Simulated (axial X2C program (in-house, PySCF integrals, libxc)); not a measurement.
Values are calculated unless marked as measured or tabulated.
CrCl: input and output

Program: an in-house all-electron X2C program for linear molecules (integrals from PySCF).

Input:
```json
{
 "zs": [
  24,
  17
 ],
 "q": 0,
 "bas": [
  "dyall-cv3z",
  "dyall-av3z"
 ],
 "levels": [
  "PBE0",
  "HF",
  "TPSS"
 ],
 "cc": true,
 "r0": 2.21,
 "thr": -2.0,
 "nmax": 90,
 "npts": 10,
 "nst": 2,
 "ntry": 6
}
```
```bash
python so2c.py task.json out
```

Keys: zs atomic numbers; q charge; bas basis sets; levels methods; cc coupled cluster on or off; r0 starting distance in Å; thr threshold in hartree for freezing inner shells (an s shell follows its p shell); nmax most natural virtual spinors; npts points on the curve; nst determinants followed; ntry starts of the search. HF also brings MP2.

Output of the PBE0 step, 2c, at R = 2.203 Å for the state Ω = 5/2. It starts from the PBE0 orbitals of the search at 2.210 Å.

```
two-component X2C + atomic mean field  PBE0
basis functions 170  fitting functions 917  grid points 5078
iter        total energy     max residual
   1      -1511.807571578     1.57e-01
   2      -1511.842460544     1.40e-03
   3      -1511.842488296     6.53e-04
   4      -1511.842490521     3.44e-04
   5      -1511.842492202     1.25e-04
   6      -1511.842492374     3.35e-05
   7      -1511.842492402     1.90e-05
   8      -1511.842492415     1.02e-05
   9      -1511.842492417     1.19e-06
converged
one-electron -2279.44281841  Coulomb 747.20764124  exact exchange -18.93750237  xc functional -58.33775094  nuclear repulsion 98.00467638  atomic mean-field constant -0.33673832
```
Energies are in hartree; totals compare only within one Hamiltonian and basis.
